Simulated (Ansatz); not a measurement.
A run for Ansatz (an electronic-structure program): R-PBE0/def2-TZVPP on BH5OSi (SMILES BO[SiH3]), a point of a torsion scan.

Ansatz 0.2 input:
```yaml
crystal:
  periodic: [false, false, false]
  atoms:
    - {symbol: B, position_ang: [1.54540897, -0.24721311, 0.32023877]}
    - {symbol: O, position_ang: [0.26949470, 0.05300784, 0.36354099]}
    - {symbol: Si, position_ang: [-1.25465200, 0.16046109, -0.15840659]}
    - {symbol: H, position_ang: [2.00850633, -0.76400162, -0.63529268]}
    - {symbol: H, position_ang: [2.21628134, 0.01086544, 1.25401758]}
    - {symbol: H, position_ang: [-2.01534619, -0.61088651, 0.82240092]}
    - {symbol: H, position_ang: [-1.53130889, 1.59518722, -0.13550370]}
    - {symbol: H, position_ang: [-1.42605474, -0.38760050, -1.50751743]}
basis:
  gaussian:
    orbitals: def2-TZVPP
hamiltonian:
  xc: {name: PBE0}
scf: {lower_state_search: off}
```

Problem. What total energy does the run end on?

Solution. -392.4282 hartree.
